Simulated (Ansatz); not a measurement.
Z-matrix (Å, degrees):
```
C
B 1 1.560
H 1 1.097 2 109.8
H 1 1.097 2 109.7 3 -115.1
H 1 1.092 2 115.0 3 122.5
Ge 2 2.070 1 121.4 3 57.3
Se 2 1.912 1 123.8 3 -122.8
H 6 1.542 2 110.4 1 -58.8
H 6 1.540 2 113.3 1 -179.8
H 6 1.542 2 110.5 1 59.1
H 7 1.475 2 98.2 1 0.0
```

The species carries charge 0 and has multiplicity 1.

(1) List the PBE/def2-TZVPP orbital energies in eV (Ansatz 0.2.0). (Best estimate.)

## Answers

(1) Ansatz gave: Occupied: -12302.60, -10803.95, -1562.58, -1403.36, -1403.31, -1403.31, -1337.35, -1190.76, -1190.76, -1190.75, -268.66, -205.58, -177.84, -161.91, -150.92, -150.74, -150.72, -113.36, -113.35, -113.32, -54.00, -53.95, -53.92, -53.80, -53.79, -29.19, -29.19, -29.14, -29.11, -29.11, -18.24, -17.28, -13.72, -11.12, -10.21, -10.04, -9.86, -8.09, -8.00, -7.56, -6.81, -6.69. Lowest empty: -2.30, -0.79, 0.16, 0.30, 1.01, 1.12, 1.23, 1.84.
